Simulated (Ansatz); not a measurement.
PtC, closed-shell singlet (lowest of 2S+1 = 1, 3, 5 at CCSD(T)/def2-TZVPP on PBE0 minima; our sources give no spin for the ground state, which may be another), most abundant isotopes (194.9648 and 12.0000 u). Constants from fifth-degree fits in 1/R to seven points on the lowest solution found; no spin–orbit coupling, no relativity up to Kr; ω_e x_e and α_e move by some per cent with the fit.

Correlated levels freeze the inner cores; with def2 sets outer-core shells near the valence are correlated too. CBS(a, b) extrapolates the correlation energy as X⁻³ and adds the Hartree–Fock energy of set b.

Run with Ansatz (a first-principles code). Values without a source in brackets are computed. In def2 rows elements past Kr take small-core potentials, without spin–orbit coupling.

| level | r_e (Å) | ω_e (cm⁻¹) | ω_e x_e (cm⁻¹) | α_e (cm⁻¹) |
|---|---|---|---|---|
| PBE/def2-TZVPP | 1.6782 | 1066.3 | 4.47 | 0.00311 |
| CCSD(T)/CBS(def2-TZVPP, def2-QZVPP) | 1.6713 | 1074.9 | 4.57 | 0.00308 |

Problem. Derive the rotational constants, the centrifugal constant, the fundamental, the zero-point energy and the force constant.

Solution. 
μ = 11.30423 u.
- PBE/def2-TZVPP: B_e = 16.8576/(μ r_e²) = 0.52953 cm⁻¹; B₀ = B_e − α_e/2 = 0.52798 cm⁻¹; D = 4B_e³/ω_e² = 5.22e-07 cm⁻¹; fundamental ω_e − 2ω_e x_e = 1057 cm⁻¹; zero-point energy ω_e/2 − ω_e x_e/4 = 532 cm⁻¹; k = μ(2πcω_e)² = 757 N/m; the line J = 1 ← 0 at 2B₀ = 31.66 GHz
- CCSD(T)/CBS(def2-TZVPP, def2-QZVPP): B_e = 16.8576/(μ r_e²) = 0.53386 cm⁻¹; B₀ = B_e − α_e/2 = 0.53233 cm⁻¹; D = 4B_e³/ω_e² = 5.27e-07 cm⁻¹; fundamental ω_e − 2ω_e x_e = 1066 cm⁻¹; zero-point energy ω_e/2 − ω_e x_e/4 = 536 cm⁻¹; k = μ(2πcω_e)² = 770 N/m; the line J = 1 ← 0 at 2B₀ = 31.92 GHz

Doubts at one or more of the structures used: a restricted determinant that unrestricted orbitals would lower (CCSD(T)/CBS(def2-TZVPP, def2-QZVPP)); T1 above 0.05 (CCSD(T)/CBS(def2-TZVPP, def2-QZVPP)).
